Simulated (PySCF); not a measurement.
Species: C2H7FOSi2.
Numbering: `[F:1][Si@H:2]1[CH2:3][CH2:4][SiH2:5][O:6]1` (hydrogens: H7 on Si2; H8, H9 on C3; H10, H11 on C4; H12, H13 on Si5)

The calculation used core-valence-separated Tamm–Dancoff BHandHLYP/aug-pcX-1 (pcseg-1 on H, def2-SVPD on Si) in PySCF, non-relativistic, gas phase, PBE0-D3(BJ)/def2-SVP geometry.

Computed carbon K-edge spectrum, Gaussian lines of 0.4 eV full width, highest printed point 100; it ends one width below the last computed root. BHandHLYP without relativity tends to put these K edges a few eV too low, so spacings mean more than positions.

(photon energy (eV), absorption): (285.0, 1), (285.1, 3), (285.2, 10), (285.3, 22), (285.4, 35), (285.5, 43), (285.6, 45), (285.7, 51), (285.8, 68), (285.9, 91), (286.0, 100), (286.1, 88), (286.2, 65), (286.3, 53), (286.4, 56), (286.5, 65), (286.6, 68), (286.7, 65)

Question: Assign the maxima to core holes.

Answer: 2 maxima:
- 286.0 eV: C4 (sp3 carbon bound to silicon), 286.01 eV, f = 0.026, 46 % of the height at the exact maximum; C3 (sp3 carbon bound to silicon), 285.96 eV, f = 0.023, 40 % of the height at the exact maximum
- 286.6 eV: C4 (sp3 carbon bound to silicon), 286.55 eV, f = 0.022, 55 % of the height at the exact maximum; C3 (sp3 carbon bound to silicon), 286.45 eV, f = 0.009, 17 % of the height at the exact maximum; C4 (sp3 carbon bound to silicon), 286.82 eV, f = 0.016, 16 % of the height at the exact maximum

Further lines of some strength in the range: C4, 285.47 eV, f = 0.010; C3, 285.48 eV, f = 0.011; C4, 285.73 eV, f = 0.008; C3, 286.17 eV, f = 0.009.

Roots within 0.03 eV on the same or equivalent atoms count as one line; shares under 12 % aren't listed.

Vibrational structure and lifetime widths aren't in the curve. The ionisation threshold wasn't computed; near and above it a finite basis only mimics Rydberg series and continuum.

One conformer stands for the species.
